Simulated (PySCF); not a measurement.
Energy of Os⁺ (osmium, charge +1) between two integer charges

The 6s alpha orbital of [Xe] 4f14 5d6 6s1 is emptied in steps (occupation f), with all orbitals relaxed, ending at [Xe] 4f14 5d6. Computed with PySCF 2.14 in def2-TZVPPD with the def2 core potential (60 electrons) (6s5p3d2f1g, 59 functions), with a scalar-relativistic core potential. The exact energy is a straight line in f; departures are measured from the line between the end points of the same method.

```json
{"f": "1", "UHF (eV)": "0.000"}
{"f": "0.75", "UHF (eV)": "0.055"}
{"f": "0.5", "UHF (eV)": "0.071"}
{"f": "0.25", "UHF (eV)": "0.052"}
{"f": "0", "UHF (eV)": "0.000"}
```

| method | E(f=0) − E(f=1) (eV) | −ε at f=1 (eV) | −ε at f=0.5 (eV) |
| --- | --- | --- | --- |
| UHF | 16.004 | 16.303 | 15.998 |

Orbital energy along the path (eV):

```json
{"f": "1", "UHF": "-16.303"}
{"f": "0.75", "UHF": "-16.145"}
{"f": "0.5", "UHF": "-15.998"}
{"f": "0.25", "UHF": "-15.861"}
{"f": "0", "UHF": "-15.733"}
```

Reference removal energy between the ground levels: 17 ± 1 eV (semi-empirical (NIST evaluation); NIST Atomic Spectra Database, ionization energies). The calculation has no spin-orbit coupling. UHF lacks correlation.
